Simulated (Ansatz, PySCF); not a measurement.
Species: SiCl, net charge 0, doublet state. 
Geometry from a B3LYP-D3(BJ)/def2-TZVP (Ansatz, a first-principles code) optimisation:
SMILES: [Si]Cl
```xyz
2

Si     0.0000     0.0000    -1.1428
Cl     0.0000     0.0000     0.9411
```
Charge 0, spin multiplicity 2.

Total electronic energies in hartree. Correlated levels leave the core frozen unless marked. Open shells are spin-unrestricted. No spin-orbit coupling. No relativistic terms. CBS marks a two-point X^-3 extrapolation of the correlation energy; Hartree-Fock from the larger set (for Q and 5 zeta extrapolated as (X+1)exp(-9√X)). The bracket is a focal-point correction in the basis named.

| level | program | energy (Eh) |
|---|---|---|
| HF/cc-pV(D+d)Z | Ansatz | -748.42888 |
| SVWN5/def2-TZVPD | Ansatz | -747.05044 |
| BLYP-D3(BJ)/def2-TZVPD | Ansatz + dftd3 | -749.69375 |
| BP86-D4/def2-TZVPD | PySCF + dftd4 | -749.75860 |
| PBE0-D4/def2-TZVPD | Ansatz + dftd4 | -749.41238 |
| MN15-D3(BJ)/def2-TZVPD | PySCF + dftd3 | -749.47274 |
| LC-wPBE/def2-TZVPD | Ansatz | -749.45426 |
| PBE-QIDH/def2-TZVPD | Ansatz | -749.23497 |
| MP2/STO-3G | Ansatz | -740.18549 |
| RI-MP2/def2-TZVPP | Ansatz | -748.70239 |
| SCS-MP2/cc-pVTZ | Ansatz | -748.71244 |
| CCSD/def2-SVP | Ansatz | -748.39657 |
| RI-MP2/CBS(def2-TZVPP,def2-QZVPP)+[CCSD(T)-MP2]/def2-SVP | Ansatz | -748.8014 |
| RI-MP2/CBS(aug-cc-pV(T+d)Z,aug-cc-pV(Q+d)Z)+[CCSD(T)-MP2]/aug-cc-pV(Q+d)Z | Ansatz | -748.8107 |
| CCSD(T)/CBS(cc-pV(Q+d)Z,cc-pV(5+d)Z) | Ansatz | -748.8104 |

Totals of different functionals don't rank their quality; only differences between species are comparable.
